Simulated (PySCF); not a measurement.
Calculation: PBE0-D3(BJ)/def2-TZVP (PySCF 2.14.0). Isolated molecules, 0 K electronic values unless said otherwise. 

Reference species (SMILES): `N#C[Si][SiH3]` (excited triplet) (neutral, multiplicity 3).

| Quantity | Value |
|---|---|
| dipole moment | 4.04 D |

Changed species: `[SiH3][Si][SiH3]` (excited triplet) (X = silyl, multiplicity 3; the reference has X = cyano, multiplicity 3).

Problem. Give the shifts of the dipole moment.

Solution. the dipole moment falls by 3.95 D, to 0.09 D.
